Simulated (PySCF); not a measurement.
C2H7NOSi2, SMILES O1[SiH2]N=C(C)[SiH2]1.

Geometry optimised at r2SCAN-D4/def2-SVP. This is a generated structure with no PubChem entry under its InChIKey; it may be hypothetical.

Calculation: B3LYP/def2-TZVP in PySCF.

Symmetry labels are those of the subgroup Cs that the program uses (full group Cs).

### Question
List the valence orbital energies around the gap with their symmetry. (An estimate is asked for; the answer gives what the named calculation found.)

### Answer

| orbital | symmetry | energy (eV) |
|---|---|---|
| HOMO−7 | A" | -11.16 |
| HOMO−6 | A' | -11.08 |
| HOMO−5 | A' | -10.49 |
| HOMO−4 | A" | -9.85 |
| HOMO−3 | A' | -9.33 |
| HOMO−2 | A" | -8.94 |
| HOMO−1 | A" | -8.35 |
| HOMO | A' | -6.74 |
| LUMO | A" | -1.31 |
| LUMO+1 | A' | -0.26 |
| LUMO+2 | A' | 0.50 |
| LUMO+3 | A' | 0.65 |
